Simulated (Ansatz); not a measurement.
Isolated molecules relaxed with PBE0-D4/def2-TZVP in Ansatz; ΔE leaves out vibrations. CCSD(T)/CBS adds triple-zeta CCSD(T) − MP2 to the extrapolated MP2 energy (def2 sets, frozen cores). This one scheme is used for every species. Double bonds are as drawn, so ΔE can hold a change between cis and trans. DFT in def2-TZVPP. B3LYP here is the variant with VWN-RPA as its local correlation; programs differ in this. One conformer a species, not always the lowest.

Reaction (formal exchange of groups at a C–C bond): `CC/C=C/[SiH3]` + SiH₄ → `[SiH3]/C=C/C[SiH3]` + CH₄

| level | ΔE (kJ/mol) | difference from CCSD(T)/CBS |
| --- | --- | --- |
| PBE-D4 | -47.4 | -3.5 |
| r2SCAN-D4 | -48.6 | -4.7 |
| PBE0-D4 | -46.1 | -2.2 |
| B3LYP-D4 | -46.0 | -2.1 |
| ωB97X-V | -41.5 | 2.4 |
| ωB97M-V | -44.8 | -0.9 |
| PBE | -44.9 | -1.0 |
| r2SCAN | -47.9 | -4.0 |
| HF/def2-TZVPP | -33.7 | 10.2 |
| MP2/def2-TZVPP | -45.9 | -2.0 |
| SCS-MP2/def2-TZVPP | -41.3 | 2.6 |
| CCSD/def2-TZVPP | -40.1 | 3.8 |
| HF/def2-QZVPP | -33.7 | 10.2 |
| SCS-MP2/def2-QZVPP | -42.6 | 1.3 |
| MP2/CBS(def2) | -48.1 | -4.2 |
| CCSD/CBS(def2) | -42.3 | 1.6 |
| CCSD(T)/CBS | -43.9 | 0 |

Largest T1 diagnostic among the species: 0.012.

In def2-TZVPP, CCSD(T) changes the Hartree–Fock value by −8.0 kJ/mol (the triples alone add −1.6 kJ/mol) and MP2 by −12.2 kJ/mol. The D4 term adds −4.2 kJ/mol with B3LYP and −2.4 kJ/mol with PBE0; it sums over pairs of atoms, weighted by their polarisabilities, and B3LYP, whose exchange is more repulsive, gets the larger term.
